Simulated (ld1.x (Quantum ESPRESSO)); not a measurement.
**Reading a pseudo-wave (Mn (Z = 25))**

Columns: radius, all-electron u(r) and pseudo u(r) of the 4p shell (level -7.19 eV) of manganese in the configuration [Ne] 3s2 3p6 3d5 4s1 4p0; PBE, scalar-relativistic, PAW scheme, ld1.x (Quantum ESPRESSO) 7.5.

```json
{"r (bohr)": "0.138", "all-electron": "0.1385", "pseudo": "-0.0532"}
{"r (bohr)": "0.275", "all-electron": "0.0375", "pseudo": "-0.1848"}
{"r (bohr)": "0.413", "all-electron": "-0.1249", "pseudo": "-0.3311"}
{"r (bohr)": "0.550", "all-electron": "-0.2194", "pseudo": "-0.4215"}
{"r (bohr)": "0.688", "all-electron": "-0.2350", "pseudo": "-0.4193"}
{"r (bohr)": "0.825", "all-electron": "-0.1939", "pseudo": "-0.3314"}
{"r (bohr)": "0.963", "all-electron": "-0.1201", "pseudo": "-0.1964"}
{"r (bohr)": "1.100", "all-electron": "-0.0325", "pseudo": "-0.0604"}
{"r (bohr)": "1.238", "all-electron": "0.0587", "pseudo": "0.0540"}
{"r (bohr)": "1.375", "all-electron": "0.1459", "pseudo": "0.1459"}
{"r (bohr)": "1.513", "all-electron": "0.2269", "pseudo": "0.2269"}
{"r (bohr)": "1.650", "all-electron": "0.2987", "pseudo": "0.2987"}
{"r (bohr)": "1.788", "all-electron": "0.3618", "pseudo": "0.3618"}
{"r (bohr)": "1.925", "all-electron": "0.4154", "pseudo": "0.4154"}
{"r (bohr)": "2.062", "all-electron": "0.4601", "pseudo": "0.4601"}
{"r (bohr)": "2.200", "all-electron": "0.4968", "pseudo": "0.4968"}
{"r (bohr)": "2.338", "all-electron": "0.5257", "pseudo": "0.5257"}
{"r (bohr)": "2.475", "all-electron": "0.5473", "pseudo": "0.5473"}
{"r (bohr)": "2.613", "all-electron": "0.5626", "pseudo": "0.5626"}
{"r (bohr)": "2.750", "all-electron": "0.5720", "pseudo": "0.5720"}
{"r (bohr)": "2.888", "all-electron": "0.5762", "pseudo": "0.5762"}
{"r (bohr)": "3.025", "all-electron": "0.5760", "pseudo": "0.5760"}
{"r (bohr)": "3.162", "all-electron": "0.5719", "pseudo": "0.5719"}
{"r (bohr)": "3.300", "all-electron": "0.5644", "pseudo": "0.5644"}
{"r (bohr)": "3.438", "all-electron": "0.5541", "pseudo": "0.5541"}
{"r (bohr)": "3.575", "all-electron": "0.5416", "pseudo": "0.5416"}
```

**Question.** How many radial nodes do the two functions have?

**Answer.** The all-electron 4p function has n − l − 1 = 2; the pseudo-wave has 1, since 1 lower shell of the same l stays in the valence.

**Question.** At about which radius was the pseudo-wave matched?

**Answer.** 1.45 bohr, where the columns begin to agree (steps of 0.14 bohr).

**Question.** Is the pseudo-wave norm-conserving?

**Answer.** No, it belongs to a PAW set: the norm inside the radius is not constrained, and the difference is carried by the augmentation charge.
